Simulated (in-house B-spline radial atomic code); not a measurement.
Removing one electron from S⁶⁺

Closed shell [He] 2s2 2p6. Computed with a B-spline radial code for spherical atoms: Koopmans values of Dirac-Hartree-Fock plus a diagonal self-energy, in second order or with its direct term screened (direct RPA, with the hole-particle interaction, or full time-dependent Hartree-Fock), linearised in energy; no-pair Dirac-Coulomb Hamiltonian, finite nucleus. Shifts add to the Koopmans value (the ΔSCF shift is orbital relaxation alone); the final value takes TDHF screening with Breit and QED.

Command:
```bash
python run_mb.py task.json out
```
Settings (nuclear radius in fm, box in bohr, cutoff in hartree):
```
basis_form          2
Z                   16
core_configuration  [He] 2s2 2p6
rms_radius          3.2611
mass_number         32
speed_of_light      137.036
box_radius          9.762
lmax                7
intervals           63
virtual_cutoff      1024.0
```

Cost of the run: 4 s on 1 thread of Arm Neoverse V1 (shared host).

Energies in eV:

```csv
subshell,Koopmans,ΔSCF shift,second order,direct RPA,hole-particle,TDHF,Breit + QED,final
2p3/2,282.52,-3.074,?,?,?,?,?,?
2p1/2,283.86,-3.115,-1.966,-0.923,-1.436,-1.529,-0.126,282.20
2s1/2,346.65,-2.353,-3.488,-2.000,-2.843,-2.975,-0.137,343.54
```

**Question.** What does the self-energy do to 2p3/2?

**Answer.** It shifts the removal energy by -1.926 eV in second order, -0.900 with direct RPA, -1.405 with the hole-particle term and -1.497 with TDHF screening (quasi-particle weight 0.986); Breit and QED add -0.072 eV. The final value is 280.95 eV, against 280.954 ± 0.007 eV (NIST, measured).
